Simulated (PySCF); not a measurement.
Vertical excitation energies

Species: C₆H₇NOS.
Atom-mapped SMILES: `[CH3:1][S@@:2](=[O:3])[c:4]1[cH:5][cH:6][cH:7][cH:8][n:9]1` (hydrogens: H10, H11, H12 on C1; H13 on C5; H14 on C6; H15 on C7; H16 on C8)

Computed with TDDFT wB97X-D/def2-SVPD, vertical, gas phase, core orbitals frozen in the response in PySCF 2.14.0, density-fitted response routines. Isolated species at its GFN2-xTB geometry (one conformer only). Torsions of this conformer, `[CH3:1][S@@:2](=[O:3])[c:4]1[cH:5][cH:6][cH:7][cH:8][n:9]1`: C1–S2–C4–C5 -116°.

Question: What does the calculation give for the low-lying excited states?

Answer: 

| state | E (eV) | ν̃ (cm⁻¹) | f | \|μ\| (D) | main configurations (H = HOMO, L = LUMO) |
| --- | --- | --- | --- | --- | --- |
| S1 | 4.83 | 39000 | 0.021 | 1.07 | H→L (61%), H-1→L (26%) |
| S2 | 5.27 | 42480 | 0.059 | 1.72 | H-1→L (29%), H→L+1 (26%), H-1→L+1 (14%) |
| S3 | 5.34 | 43100 | 0.017 | 0.91 | H→L+1 (29%), H-1→L (21%), H→L (15%) |
| S4 | 5.65 | 45560 | 0.012 | 0.75 | H-1→L+1 (36%), H-2→L (34%), H-4→L+1 (8%) |
| S5 | 5.98 | 48270 | 0.086 | 1.95 | H-2→L (22%), H→L+1 (22%), H→L+3 (17%) |
| S6 | 6.17 | 49790 | 0.014 | 0.77 | H→L+3 (47%), H→L+1 (9%) |
| S7 | 6.41 | 51660 | 0.0016 | 0.26 | H-3→L (42%), H-1→L (13%), H→L+4 (9%) |
| S8 | 6.53 | 52670 | 0.014 | 0.75 | H-2→L+1 (49%), H-4→L (28%), H-3→L (9%) |

Triplets, Tamm–Dancoff:

```tsv
state	E (eV)	λ (nm)	main configurations (H = HOMO, L = LUMO)
T1	4.26	291.0	H→L (43%), H-2→L+1 (13%), H-2→L (11%)
T2	4.41	281.1	H-1→L (49%), H-2→L+1 (16%), H-3→L (13%)
T3	4.61	268.8	H-2→L (34%), H-2→L+1 (24%), H-1→L (17%)
```

The lowest singlet lies at 4.83 eV (256 nm, ultraviolet) and is weak; its leading configuration is HOMO→LUMO (61%). The strongest level in the table is S5 at 5.98 eV (207 nm, f = 0.086). Löwdin shares by element: HOMO oxygen 44%, sulfur 29%, carbon 13% or more; LUMO carbon 50% or more, nitrogen 21% (atoms not listed hold the other 29%). The oscillator strengths of these states sum to 0.224; summed over the whole spectrum of an exact calculation they would give the number of electrons, 74 (Thomas–Reiche–Kuhn). Orbital energies (eV): HOMO-3 -10.53, HOMO-2 -9.97, HOMO-1 -9.51, HOMO -8.68, LUMO 0.36, LUMO+1 0.80, LUMO+2 2.13. Weighted by f, the mean energy of these states is 5.67 eV. Singlets were solved by full linear response, triplets in the Tamm–Dancoff approximation.
